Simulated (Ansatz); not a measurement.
ClMnO$_{3}$, SMILES `[O]=[Mn](=[O])(=[O])[Cl]`. Total charge 0; spin multiplicity 1. Correlated methods include outer-core shells of Mn, which these sets cover unevenly. Scalar relativity is left out up to krypton.

Cartesian coordinates in Å:
```
O 1.0536 0.9440 0.7275
Mn 0.1306 -0.0563 0.0023
O 0.5697 -0.2677 -1.4608
O 0.0446 -1.3952 0.7627
Cl -1.7985 0.7753 -0.0316
```

Give the diagnostics of a CCSD(T)/def2-TZVPP run (frozen core, Ansatz). (Best estimate.)

Ansatz gave: T1 = 0.0345, largest single amplitude 0.091, largest double 0.070, (T) share of the correlation energy 8.6 %, 16 CCSD cycles. The RHF solution is unstable towards an unrestricted one. T1 lies over the customary mark of 0.02 for closed shells; compounds of d metals often pass it without a breakdown.
